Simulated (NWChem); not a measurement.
System: CaH₂S₂; SMILES [SH][Ca][SH]

Here is an NWChem input.

```
start job
memory heap 200 mb stack 900 mb global 1100 mb
geometry units angstroms
  Ca     0.652964     0.504445     0.284388
  S     -0.528949     0.782217    -1.929793
  H      0.081657     1.813614    -2.490438
  S     -0.255516    -1.419360     1.633539
  H     -1.089272    -1.602464     0.607073
end
basis spherical
  * library def2-svp
end
dft
  xc pbe0
  iterations 150
end
driver
  maxiter 120
end
task dft optimize
task dft freq
```

NWChem printed, in part:

```
             Northwest Computational Chemistry Package (NWChem) 7.3.0
             --------------------------------------------------------

 C1  symmetry detected

                             Geometry "geometry" -> ""
                             -------------------------

 Output coordinates in angstroms (scale by  1.889725989 to convert to a.u.)

  No.       Tag          Charge          X              Y              Z
 ---- ---------------- ---------- -------------- -------------- --------------
    1 Ca                  20.0000     0.88399612     0.02469029    -0.00026136
    2 S                   16.0000    -0.54099704    -2.06003213    -0.00049483
    3 H                    1.0000     0.33894400    -3.04821752     0.01115284
    4 S                   16.0000    -0.48863030     2.13714541    -0.00001993
    5 H                    1.0000    -1.54482888     1.32059920     0.00231055

 Effective nuclear repulsion energy (a.u.)     190.6505868460

                                Z-matrix (autoz)
                                --------

 Units are Angstrom for bonds and degrees for angles

      Type          Name      I     J     K     L     M      Value
      ----------- --------  ----- ----- ----- ----- ----- ----------
    1 Stretch                  1     2                       2.52521
    2 Stretch                  1     4                       2.51924
    3 Stretch                  2     3                       1.32323
    4 Stretch                  4     5                       1.33503
    5 Bend                     1     2     3               103.96136
    6 Bend                     1     4     5                85.30735
    7 Bend                     2     1     4               112.63088
    8 Torsion                  2     1     4     5           0.10426
    9 Torsion                  3     2     1     4        -179.47524

                           NWChem Geometry Optimization
                           ----------------------------

 maximum gradient threshold         (gmax) =   0.000450
 rms gradient threshold             (grms) =   0.000300
 maximum cartesian step threshold   (xmax) =   0.001800
 rms cartesian step threshold       (xrms) =   0.001200
 fixed trust radius                (trust) =   0.300000
 source of zmatrix                         =   autoz

          -------------------
          Energy Minimization
          -------------------

 Using diagonal initial Hessian
 Scaling for Hessian diagonals: bonds = 1.00  angles = 0.25  torsions = 0.10

          --------
          Step   0

                                 NWChem DFT Module
                                 -----------------

 Summary of "ao basis" -> "ao basis" (spherical)
 ------------------------------------------------------------------------------
       Tag                 Description            Shells   Functions and Types
 ---------------- ------------------------------  ------  ---------------------
 Ca                         def2-svp                10       24   5s3p2d
 S                          def2-svp                 8       18   4s3p1d
 H                          def2-svp                 3        5   2s1p

            General Information
            -------------------
          SCF calculation type: DFT
          Wavefunction type:  closed shell.
          No. of atoms     :     5
          No. of electrons :    54
           Alpha electrons :    27
            Beta electrons :    27
          Charge           :     0
          Spin multiplicity:     1
          Use of symmetry is: off; symmetry adaption is: off
          Maximum number of iterations: 150
          AO basis - number of functions:    70
                     number of shells:    32
          Convergence on energy requested:  1.00D-06
          Convergence on density requested:  1.00D-05
          Convergence on gradient requested:  5.00D-04

              XC Information
              --------------
                         PBE0 Method XC Functional
                     Hartree-Fock (Exact) Exchange  0.250
          PerdewBurkeErnzerhof Exchange Functional  0.750
            Perdew 1991 LDA Correlation Functional  1.000 local
           PerdewBurkeErnz. Correlation Functional  1.000 non-local

             Grid Information
             ----------------
          Grid used for XC integration:  medium
          Radial quadrature: Mura-Knowles
          Angular quadrature: Lebedev.
          Tag              B.-S. Rad. Rad. Pts. Rad. Cut. Ang. Pts.
          ---              ---------- --------- --------- ---------
          Ca                  1.80      112          11.0       590
          S                   1.00       88          12.0       590
          H                   0.35       45          12.0       434
          Grid pruning is: on
          Number of quadrature shells:   378
          Spatial weights used:  Erf1

      Superposition of Atomic Density Guess
      -------------------------------------

 Sum of atomic energies:       -1472.35389886

      Non-variational initial energy
      ------------------------------

 Total energy =   -1472.803814
 1-e energy   =   -2405.777285
 2-e energy   =     742.322884
 HOMO         =      -0.333192
 LUMO         =      -0.094543

   convergence    iter        energy       DeltaE   RMS-Dens  Diis-err
 ---------------- ----- ----------------- --------- --------- ---------
 d= 0,ls=0.0,diis     1  -1474.4051423325 -1.67D+03  2.02D-02  3.63D-01
 d= 0,ls=0.0,diis     2  -1474.3985481386  6.59D-03  1.29D-02  3.94D-01
 d= 0,ls=0.0,diis     3  -1474.4709170792 -7.24D-02  2.15D-03  1.20D-02
 d= 0,ls=0.0,diis     4  -1474.4733989240 -2.48D-03  4.15D-04  7.53D-04
 d= 0,ls=0.0,diis     5  -1474.4735350991 -1.36D-04  9.15D-05  1.07D-05
  Resetting Diis
 d= 0,ls=0.0,diis     6  -1474.4735380577 -2.96D-06  3.18D-05  2.19D-06
 d= 0,ls=0.0,diis     7  -1474.4735384919 -4.34D-07  1.28D-05  1.43D-07
 d= 0,ls=0.0,diis     8  -1474.4735384967 -4.80D-09  6.30D-06  1.54D-07

         Total DFT energy =    -1474.473538496727
      One electron energy =    -2411.211569193486
           Coulomb energy =      834.007026877144
    Exchange-Corr. energy =      -87.919583026384
 Nuclear repulsion energy =      190.650586845998

 Numeric. integr. density =       53.999992967858

                       DFT Final Molecular Orbital Analysis
                       ------------------------------------

 Vector   25  Occ=2.000000D+00  E=-2.466688D-01
              MO Center= -4.6D-01,  3.7D-02, -9.5D-05, r^2= 5.8D+00
   Bfn.  Coefficient  Atom+Function         Bfn.  Coefficient  Atom+Function
  ----- ------------  ---------------      ----- ------------  ---------------
    59      0.365461  4 S  py                35      0.346416  2 S  px
    36      0.265335  2 S  py                56      0.251362  4 S  py
    58     -0.239133  4 S  px                32      0.236859  2 S  px
    10      0.203981  1 Ca py                15      0.180883  1 Ca d -2
    33      0.181163  2 S  py                55     -0.170405  4 S  px

 Vector   26  Occ=2.000000D+00  E=-2.354088D-01
              MO Center= -4.5D-01, -1.2D+00,  2.4D-05, r^2= 4.1D+00
   Bfn.  Coefficient  Atom+Function         Bfn.  Coefficient  Atom+Function
  ----- ------------  ---------------      ----- ------------  ---------------
    37      0.551273  2 S  pz                34      0.374643  2 S  pz
    60      0.269865  4 S  pz                31      0.217681  2 S  pz
    57      0.179683  4 S  pz                14      0.158507  1 Ca pz
    54      0.104890  4 S  pz                11     -0.101646  1 Ca pz
    18      0.081554  1 Ca d  1              23      0.066818  1 Ca d  1

 Vector   27  Occ=2.000000D+00  E=-2.332790D-01
              MO Center= -3.8D-01,  1.2D+00, -3.4D-04, r^2= 4.2D+00
   Bfn.  Coefficient  Atom+Function         Bfn.  Coefficient  Atom+Function
  ----- ------------  ---------------      ----- ------------  ---------------
    60      0.546596  4 S  pz                57      0.375628  4 S  pz
    37     -0.268795  2 S  pz                54      0.217732  4 S  pz
    34     -0.183321  2 S  pz                16      0.128841  1 Ca d -1
    21      0.124326  1 Ca d -1              31     -0.106334  2 S  pz
    14      0.057600  1 Ca pz                11     -0.036302  1 Ca pz

 Vector   28  Occ=0.000000D+00  E=-7.387772D-02
              MO Center=  1.8D+00, -3.0D-02,  3.6D-04, r^2= 5.8D+00
   Bfn.  Coefficient  Atom+Function         Bfn.  Coefficient  Atom+Function
  ----- ------------  ---------------      ----- ------------  ---------------
     4      0.524262  1 Ca s                  5      0.462274  1 Ca s
    12      0.408399  1 Ca px                 3     -0.326124  1 Ca s
     9     -0.195036  1 Ca px                19      0.167238  1 Ca d  2
    24      0.156164  1 Ca d  2              17      0.113901  1 Ca d  0
    28     -0.089687  2 S  s                 35     -0.085771  2 S  px

[...]

      ----------------------
      Optimization converged
      ----------------------

  Step       Energy      Delta E   Gmax     Grms     Xrms     Xmax
  ---- ---------------- -------- -------- -------- -------- --------
@   34   -1474.47941337 -6.9D-09  0.00001  0.00000  0.00077  0.00141
                                     ok       ok       ok       ok

                                Z-matrix (autoz)
                                --------

 Units are Angstrom for bonds and degrees for angles

      Type          Name      I     J     K     L     M      Value     Gradient
      ----------- --------  ----- ----- ----- ----- ----- ---------- ----------
    1 Stretch                  1     2                       2.58474   -0.00000
    2 Stretch                  1     4                       2.58478    0.00000
    3 Stretch                  2     3                       1.35324    0.00000
    4 Stretch                  4     5                       1.35324   -0.00000
    5 Bend                     1     2     3                95.06947    0.00000
    6 Bend                     1     4     5                95.06617    0.00000
    7 Bend                     2     1     4               160.82984    0.00001
    8 Torsion                  2     1     4     5          43.70573    0.00000
    9 Torsion                  3     2     1     4          43.46468    0.00000

                         Geometry "geometry" -> "geometry"
                         ---------------------------------

 Output coordinates in angstroms (scale by  1.889725989 to convert to a.u.)

  No.       Tag          Charge          X              Y              Z
 ---- ---------------- ---------- -------------- -------------- --------------
    1 Ca                  20.0000    -0.01507270    -0.25304618     0.69056768
    2 S                   16.0000    -0.05343199    -2.83148365     0.51428678
    3 H                    1.0000     0.47424390    -2.87405917    -0.73110792
    4 S                   16.0000    -0.27375433     2.24110360     0.06334486
    5 H                    1.0000    -1.48350099     2.09167065    -0.52440414

 Effective nuclear repulsion energy (a.u.)     180.4584538727

                Final and change from initial internal coordinates
                --------------------------------------------------

                                Z-matrix (autoz)
                                --------

 Units are Angstrom for bonds and degrees for angles

      Type          Name      I     J     K     L     M      Value       Change
      ----------- --------  ----- ----- ----- ----- ----- ---------- ----------
    1 Stretch                  1     2                       2.58474    0.05953
    2 Stretch                  1     4                       2.58478    0.06554
    3 Stretch                  2     3                       1.35324    0.03001
    4 Stretch                  4     5                       1.35324    0.01821
    5 Bend                     1     2     3                95.06947   -8.89189
    6 Bend                     1     4     5                95.06617    9.75881
    7 Bend                     2     1     4               160.82984   48.19896
    8 Torsion                  2     1     4     5          43.70573   43.60148
    9 Torsion                  3     2     1     4          43.46468 -137.06008

 ==============================================================================
                                internuclear distances
 ------------------------------------------------------------------------------
       center one      |      center two      | atomic units |  angstroms
 ------------------------------------------------------------------------------
    2 S                |   1 Ca               |     4.88445  |     2.58474
    3 H                |   2 S                |     2.55726  |     1.35324
    4 S                |   1 Ca               |     4.88453  |     2.58478
    5 H                |   4 S                |     2.55726  |     1.35324
 ------------------------------------------------------------------------------
                         number of included internuclear distances:          4
 ==============================================================================

[second-derivative integrals and response iterations left out]

  Vibrational analysis via the FX method

  See chapter 2 in "Molecular Vibrations" by Wilson, Decius and Cross

  Vib: Default input used

[...]

 Rotational Constants
 --------------------
 A=   1.904506 cm-1  (  2.740098 K)
 B=   0.039227 cm-1  (  0.056438 K)
 C=   0.038734 cm-1  (  0.055729 K)

 Temperature                      =   298.15K
 frequency scaling parameter      =   1.0000

 Zero-Point correction to Energy  =    9.892 kcal/mol  (  0.015764 au)
 Thermal correction to Energy     =   14.162 kcal/mol  (  0.022568 au)
 Thermal correction to Enthalpy   =   14.754 kcal/mol  (  0.023512 au)

 Total Entropy                    =   85.286 cal/mol-K
   - Translational                =   39.872 cal/mol-K (mol. weight = 105.9224)
   - Rotational                   =   25.814 cal/mol-K (symmetry #  =        1)
   - Vibrational                  =   19.601 cal/mol-K

 Cv (constant volume heat capacity) =   18.248 cal/mol-K
   - Translational                  =    2.979 cal/mol-K
   - Rotational                     =    2.979 cal/mol-K
   - Vibrational                    =   12.289 cal/mol-K

[normal modes left out]

 ----------------------------------------------------------------------------
 Normal Eigenvalue ||           Projected Infra Red Intensities
  Mode   [cm**-1]  || [atomic units] [(debye/angs)**2] [(KM/mol)] [arbitrary]
 ------ ---------- || -------------- ----------------- ---------- -----------
    1       -0.000 ||    0.001189           0.027         1.159       0.581
    2       -0.000 ||    0.002943           0.068         2.869       1.439
    3        0.000 ||    0.000118           0.003         0.115       0.058
    4        0.000 ||    0.000409           0.009         0.398       0.200
    5        0.000 ||    0.004919           0.113         4.795       2.405
    6        0.000 ||    0.000000           0.000         0.000       0.000
    7       29.168 ||    0.058245           1.344        56.780      28.477
    8       37.330 ||    0.040197           0.927        39.186      19.653
    9      104.201 ||    0.017525           0.404        17.084       8.568
   10      271.546 ||    0.005719           0.132         5.575       2.796
   11      341.729 ||    0.013931           0.321        13.581       6.811
   12      346.588 ||    0.000184           0.004         0.179       0.090
   13      394.842 ||    0.151456           3.494       147.647      74.050
   14     2698.658 ||    0.005490           0.127         5.352       2.684
   15     2698.729 ||    0.004473           0.103         4.360       2.187
 ----------------------------------------------------------------------------
```

Level: PBE0/def2-SVP. The printed entropy takes a lower symmetry number than the molecule has.
